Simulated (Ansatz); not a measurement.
Born–Oppenheimer molecular dynamics of CH₂NOSi (6 atoms, charge -1, multiplicity 1). It starts from a relaxed structure.

The calculation used RKS B3LYP-D4/6-31G* in Ansatz 0.2.0.

```yaml
ensemble: NVT, Nosé–Hoover chain
time_step: 0.5 fs
steps_asked: 250
set_temperature: 300 K
thermostat: time constant 1 fs, chain length 1
seed: 893393
```

First frame:

```xyz
6
Properties=species:S:1:pos:R:3
O 1.460 -2.154 1.125
C 0.802 -1.258 0.652
N 0.181 -0.359 0.184
Si -1.205 0.700 -0.447
H -0.505 1.079 -1.773
H -0.733 1.991 0.259
```

Question: How far do the bonds stretch over the last three quarters of this one trajectory? (Pairs bonded in most of those frames.)

Answer: 
```tsv
bond	mean (Å)	spread (Å)	shortest	longest
O1–C2	1.205	0.017	1.17	1.23
C2–N3	1.199	0.018	1.16	1.23
N3–Si4	1.887	0.034	1.82	1.95
Si4–H5	1.552	0.006	1.54	1.56
Si4–H6	1.564	0.081	1.41	1.70
```

Mean temperature of the second half: 300 K. The conserved energy stayed within 0.37 meV per atom of its start (net change 0.044 meV per atom), so the integration is sound. A run of 0.12 ps of so small a system gives no equilibrium averages. Limits of this set-up: an anion without diffuse functions, the dipole of an ion depends on the origin.

Time of the run: 5.8 min on 1 thread of Arm Neoverse V2, on a shared host, peak memory 0.11 GiB.
